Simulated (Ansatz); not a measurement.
Basis-set extrapolation for C₃H₁₀OSi, SMILES `COC[SiH2]C` (PBE0-D4/def2-TZVP geometry, frozen core, Ansatz 0.2.0). Multiplicity 1, RHF reference.

```json
{"": "HF", "def2-TZVPP": "-483.293181", "def2-QZVPP": "-483.311571"}
{"": "MP2 correlation", "def2-TZVPP": "-0.895990", "def2-QZVPP": "-0.957708"}
{"": "CCSD(T) correlation", "def2-TZVPP": "-0.989830", "def2-QZVPP": "not run"}
```

Energies in hartree. Use E(X) = E(∞) + A·exp(−7.88·√X) for Hartree–Fock and E(X) = E(∞) + B·X^(−2.97) for correlation, with X = 3 and 4, and add CCSD(T) minus MP2 of the smaller set to the MP2 limit.

Problem. What is the CCSD(T) energy at the basis-set limit?

Solution. HF limit: -483.311571 + (-0.018390) × 0.13774 = -483.31410. MP2 limit: -0.957708 + (-0.061718) × 0.74074 = -1.00342. Higher-order term: -0.989830 − (-0.895990) = -0.09384. Total: -484.41136 hartree, 3.49 eV below CCSD(T)/def2-TZVPP.
